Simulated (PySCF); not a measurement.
## Electronic structure of F⁺ (fluorine, charge +1) at the B3LYP level

Configuration: [He] 2s2 2p4, high-spin 3P determinant. Computed with PySCF 2.14 in def2-SVP, with the non-relativistic Hamiltonian (point nucleus).

```
Total energy                                                  : -98.9954 hartree
One-electron energy                                           : -132.9349 hartree
Hartree (Coulomb) energy                                      : 43.8556 hartree
Exchange-correlation energy                                   : -9.9161 hartree
Kinetic energy                                                : 98.67230 hartree
⟨S²⟩                                                          : 2.0019
⟨L²⟩                                                          : 2.003
Sum of ⟨r⟩                                                    : 6.215 bohr
Sum of ⟨r²⟩                                                   : 7.300 bohr²
Traceless quadrupole moment −½Σ⟨3z² − r²⟩ along its main axis : -0.530 e·bohr²
Density at the nucleus (Gaussians lack the cusp)              : 407 bohr⁻³
Spin density at the nucleus                                   : 0.747 bohr⁻³
Langevin diamagnetic susceptibility                           : -5.78 ×10⁻⁶ cm³/mol
Time after the integrals                                      : 0.12 s of wall time on 1 thread of Neoverse-N1 (shared host)
```

```tsv
shell	electrons	mean orbital energy (hartree)	spread (hartree)	rms radius, mean of both spins (bohr)
1s α	1	-25.57342	0	0.205
1s β	1	-25.50374	0	0.205
2s α	1	-1.89951	0	1.07
2s β	1	-1.70706	0	1.07
2p α	3	-1.19211	0.09777	1.11
2p β	1	-1.05874	0	1.11
```
